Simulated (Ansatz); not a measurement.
`C[Si](F)(Cl)[GeH3]` + H–F → `F[Si](F)(Cl)[GeH3]` + CH₄ at 400 K and 1 bar (ligand exchange at the Si–C bond).

Isolated molecules relaxed with PBE0-D4/def2-TZVP in Ansatz; ΔE leaves out vibrations. CBS: MP2 limit from def2 TZ/QZ plus the TZ coupled-cluster correction, frozen cores. This one scheme is used for every species. For Ge outer-core shells are correlated without core-valence functions, which leaves a few kJ/mol of doubt a bond. Scalar relativity is left out up to krypton.

| species | CCSD(T)/CBS energy (Eh) | H − E (kJ/mol) | S (J/(mol·K)) |
| --- | --- | --- | --- |
| `C[Si](F)(Cl)[GeH3]` | -2966.56047 | 211.6 | 434.8 |
| H–F | -100.39570 | 36.5 | 182.2 |
| `F[Si](F)(Cl)[GeH3]` | -3026.54774 | 118.3 | 410.7 |
| CH₄ | -40.46206 | 131.3 | 197.2 |

H − E and S are ideal-gas, rigid-rotor, harmonic terms from PBE0-D4/def2-TZVP, for one conformer and one mirror image of each species. 1 Eh = 2625.50 kJ/mol, R = 8.31446 J/(mol·K).

Q: By hand: ΔE, ΔH, ΔS and ΔG.

A: ΔE = (-3026.54774) + (-40.46206) − (-2966.56047) − (-100.39570) = -0.05363 Eh = -140.8 kJ/mol. Δ(H − E) = 118.3 + 131.3 − 211.6 − 36.5 = 1.5, so ΔH = -139.3 kJ/mol. ΔS = 410.7 + 197.2 − 434.8 − 182.2 = -9.1 J/(mol·K). ΔG = -139.3 − 400 × (-9.1)/1000 = -135.7 kJ/mol.

Q: By hand: the equilibrium constant, and the temperature at which ΔG would vanish if ΔH and ΔS stayed fixed.

A: log₁₀ K = −ΔG/(RT ln 10) = 17.7. ΔG = 0 at ΔH/ΔS = 15308 K, far beyond where these terms or the molecules hold.

The number of gas molecules stays the same, so ΔS is small and ΔH decides. A doubt of 5 kJ/mol in ΔE shifts log₁₀ K by 0.7 here. Other conformers and mirror images would add mixing entropy, several J/(mol·K) or more a flexible species. These are equilibria of isolated gas molecules and say nothing of rates. Largest T1 diagnostic: 0.012 (customary marks: 0.02 for closed shells, 0.045 for open ones).
